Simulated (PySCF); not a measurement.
Species: C₇H₁₅FSSi.
Numbering: `[F:1][C@@H:2]1[CH2:3][CH2:4][CH2:5][CH2:6][CH2:7][C@@H:8]1[S:9][SiH3:10]` (hydrogens: H11 on C2; H12, H13 on C3; H14, H15 on C4; H16, H17 on C5; H18, H19 on C6; H20, H21 on C7; H22 on C8; H23, H24, H25 on Si10)

Computed with PBE0-D3(BJ)/def2-SVP geometry optimisation, gas phase in PySCF 2.14.0.

Task: List the bond lengths, angles and torsions at this level.

Result: 
```csv
bond,length (bohr)
F1–C2,2.629
C2–C3,2.865
C3–C4,2.889
C4–C5,2.898
C5–C6,2.890
C6–C7,2.886
C7–C8,2.885
C8–S9,3.484
S9–Si10,4.065
C2–C8,2.881
C2–H11,2.091
C3–H12,2.082
C3–H13,2.080
C4–H14,2.084
C4–H15,2.083
C5–H16,2.087
C5–H17,2.082
C6–H18,2.086
C6–H19,2.082
C7–H20,2.081
C7–H21,2.088
C8–H22,2.081
"Si10–H23, Si10–H24, Si10–H25",2.820
```

Bonds in one row agree within 0.02 bohr and their mean is given. A selection of angles:
```csv
angle,degrees
F1–C2–C3,108.6
F1–C2–C8,106.9
F1–C2–H11,106.3
C3–C2–C8,115.7
C3–C2–H11,110.7
C8–C2–H11,108.1
C2–C3–C4,115.8
C2–C3–H12,107.6
C2–C3–H13,106.6
C4–C3–H12,110.8
C4–C3–H13,109.2
H12–C3–H13,106.2
C3–C4–C5,116.9
C3–C4–H14,109.5
C3–C4–H15,107.1
C5–C4–H14,108.2
C5–C4–H15,109.2
H14–C4–H15,105.3
C4–C5–C6,116.6
C4–C5–H16,109.6
C4–C5–H17,108.0
C6–C5–H16,107.7
C6–C5–H17,109.4
H16–C5–H17,105.0
C5–C6–C7,113.7
C5–C6–H18,110.9
C5–C6–H19,108.6
C7–C6–H18,110.2
C7–C6–H19,107.4
H18–C6–H19,105.7
C6–C7–C8,116.9
C6–C7–H20,109.8
C6–C7–H21,108.6
C8–C7–H20,107.2
C8–C7–H21,107.7
H20–C7–H21,106.1
C7–C8–S9,108.0
C7–C8–H22,108.2
S9–C8–H22,106.3
C2–C8–C7,114.1
C2–C8–S9,113.1
C2–C8–H22,106.7
C8–S9–Si10,103.2
S9–Si10–H23,114.6
```

Torsions: F1–C2–C3–C4 154° (antiperiplanar); C2–C3–C4–C5 42° (synclinal); C3–C4–C5–C6 33° (synclinal); C4–C5–C6–C7 -83° (synclinal); C5–C6–C7–C8 73° (synclinal); C6–C7–C8–S9 73° (synclinal); C7–C8–S9–Si10 169° (antiperiplanar); F1–C2–C8–C7 -170° (antiperiplanar).

Si10 (SiH3 silicon) is distorted tetrahedral (angles from 103.3° to 114.6°). Of the pairs four or more bonds apart, F1···Si10 is among the closest relative to their van der Waals radii: 2.89 Å, 81 % of the sum of Bondi's values. The 7-membered ring C2–C3–C4–C5–C6–C7–C8 has internal angles of 113.7° to 116.9°; it is puckered, 0.31 Å rms from its mean plane, widest ring torsion 86°.

Point group: C1 (no symmetry element, even within 0.4 Å). Stationary, but not proved a minimum. The numbers are those of one conformer.

Time: 4.5 min wall; peak memory 1.0 GiB. Hardware: an Intel Xeon Platinum 8259CL at 2.50 GHz with one thread, on a shared host. This is the geometry optimisation.
